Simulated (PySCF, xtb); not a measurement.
CH3Cl2OSb, SMILES C[O][Sb]([Cl])[Cl].

GFN2-xTB run with xtb at its own geometry gives an orbital gap of 4.56 eV and a dipole moment of 1.66 D.

Geometry optimised at PBE0-D3(BJ)/def2-SVP. The structure was generated by enumeration; whether it is a known compound was not checked. The def2 effective core potentials stand for the cores of Sb; spin–orbit coupling is left out. Other conformers were not sampled.

### Question
What does PBE/def2-TZVP run with PySCF give? (The exact figures need the calculation; the answer reports its results.)

### Answer
gap 4.45 eV (levels -6.93 and -2.48 eV), dipole 1.70 D.
